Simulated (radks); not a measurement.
Problem. Te+, 51 electrons, occupied as [Kr] 4d10 5s2 5p3 (the NIST ground configuration). All-electron calculation, scalar-relativistic Kohn-Sham, r2SCAN, spin-unpolarised, spherical densities, finite nucleus; meta-GGA in the generalised Kohn-Sham scheme; Fermi nuclear charge, rms radius 4.7423 fm. Program: a radial shooting solver on a logarithmic mesh with Libxc functionals. Some entries of the table are withheld. Estimate them.

| orbital | occ. | eigenvalue (eV) | r(max) (bohr) | <1/r> (bohr^-1) |
|---|---|---|---|---|
| 1s | 2 | -31693.79 | 0.01794 | 55.57 |
| 2s | 2 | -4884.541 | 0.1013 | 12.73 |
| 2p | 6 | -4382.681 | 0.08125 | 12.18 |
| 3s | 2 | -985.9682 | 0.2922 | 4.560 |
| 3p | 6 | (1) | 0.2860 | 4.330 |
| 3d | 10 | -573.8091 | 0.2383 | 4.087 |
| 4s | 2 | -177.6767 | 0.7018 | 1.814 |
| 4p | 6 | -126.5447 | 0.7384 | 1.658 |
| 4d | 10 | -51.7672 | 0.8103 | (2) |
| 5s | 2 | (3) | 1.787 | 0.6321 |
| 5p | 3 | (4) | 2.104 | 0.5169 |

Solution. 
(1) 3p eigenvalue (eV): -821.7203
(2) 4d <1/r> (bohr^-1): 1.369
(3) 5s eigenvalue (eV): -23.9541
(4) 5p eigenvalue (eV): -13.8708
